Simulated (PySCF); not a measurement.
diphosphane (H4P2), SMILES PP. The structure is a stationary point at B3LYP-D3(BJ)/def2-TZVP.

Level of theory: B3LYP-D3(BJ)/def2-TZVP (PySCF 2.14.0).

Harmonic wavenumbers (cm⁻¹): 86, 429, 627, 644, 870, 915, 1098, 1107, 2367, 2371, 2375, 2385. Rotational constants (GHz): 64.65, 5.726, 5.684; symmetry number 2.

Work out the zero-point energy and the ideal-gas rigid-rotor harmonic-oscillator thermochemistry at 298.15 K and 1 atm.

ZPE = ½ Σ hcν = ½ × 15276 cm⁻¹ = 21.84 kcal/mol. H − E(el) = 25.14 kcal/mol. Entropy in cal/(mol K): translation 38.48, rotation 21.17, vibration 5.80, total 65.46. G − E(el) = 5.63 kcal/mol. Cp = 14.82 cal/(mol K). Modes under 150 cm⁻¹ make the vibrational entropy uncertain.
